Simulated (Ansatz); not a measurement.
Start from `[SiH3]O[CH2][ZnH]` and change one atom or group to get `[OH][AlH][CH2]O[SiH3]`.

Ansatz, PBE0-D4/def2-TZVP geometries, multiplicity 1. Each molecule was computed in one conformer, which needn't be the lowest.

Scalar relativity is left out up to krypton.

```tsv
property	`[SiH3]O[CH2][ZnH]`
size of the dipole moment (PBE/def2-TZVPP) / D	1.08
HOMO energy (PBE0/def2-TZVPP) / eV	-7.18
HOMO energy (ωB97M-V/def2-TZVPP) / eV	-9.42
HOMO energy (PBE/def2-TZVPP) / eV	-5.99
HOMO–LUMO gap (B3LYP/def2-TZVPP) / eV	6.09
size of the dipole moment (ωB97M-V/def2-TZVPP) / D	1.18
```

Problem. Give the same properties after the change, and the shifts. (Best estimate.)

Solution. The calculation gave: 
```tsv
property	`[OH][AlH][CH2]O[SiH3]`	shift
size of the dipole moment (PBE/def2-TZVPP) / D	0.81	-0.27
HOMO energy (PBE0/def2-TZVPP) / eV	-7.35	-0.17
HOMO energy (ωB97M-V/def2-TZVPP) / eV	-9.62	-0.20
HOMO energy (PBE/def2-TZVPP) / eV	-6.03	-0.04
HOMO–LUMO gap (B3LYP/def2-TZVPP) / eV	6.22	0.13
size of the dipole moment (ωB97M-V/def2-TZVPP) / D	0.90	-0.28
```

With PBE0 the HOMO falls by 0.17 eV and the LUMO falls by 0.12 eV, so the gap widens by about 0.05 eV. PBE moves the HOMO by -0.04 eV and ωB97M-V by -0.20 eV. Dipoles are sizes alone; their direction can turn.

B3LYP here is the variant with VWN-RPA as its local correlation; programs differ in this.
